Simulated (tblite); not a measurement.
C₃F₅P.
Bonds: F1–C2, C2–F3, C2–F4, C2–C5, C5–F6, C5–F7, C5–C8, C8–P9 (triple).

Computed geometry: GFN2-xTB, gas phase.

**Question.** Give the optimised bond lengths and angles.

**Answer.** 
```csv
bond,length (Å),order
"F1–C2, C2–F3",1.337,single
C2–F4,1.327,single
C2–C5,1.557,single
"C5–F6, C5–F7",1.362,single
C5–C8,1.441,single
C8≡P9,1.549,triple
```

Bonds in one row agree within 0.01 Å and their mean is given. Orders are formal, as drawn. A selection of angles:
```csv
angle,degrees
F1–C2–F3,107.2
F1–C2–C5,110.2
F4–C2–C5,113.0
C2–C5–F6,107.9
C2–C5–C8,109.9
F6–C5–F7,105.7
F6–C5–C8,112.7
C5–C8–P9,178.7
```

Dihedral angles: F1–C2–C5–F6 178° (antiperiplanar).

The C–C distances run from 1.441 Å (C5–C8, drawn single) to 1.557 Å (C2–C5, drawn single), a spread of 0.116 Å. The 5 C–F bonds span 1.327 Å (C2–F4, drawn single) to 1.362 Å (C5–F7, drawn single), a spread of 0.035 Å.

Point group: Cs (every atom within 0.08 Å of its image). Its GFN2-xTB frequencies are all real (lowest 38 cm⁻¹).

The run took 0.17 s on one thread of an Arm Neoverse N1 (shared host). This is the geometry optimisation.
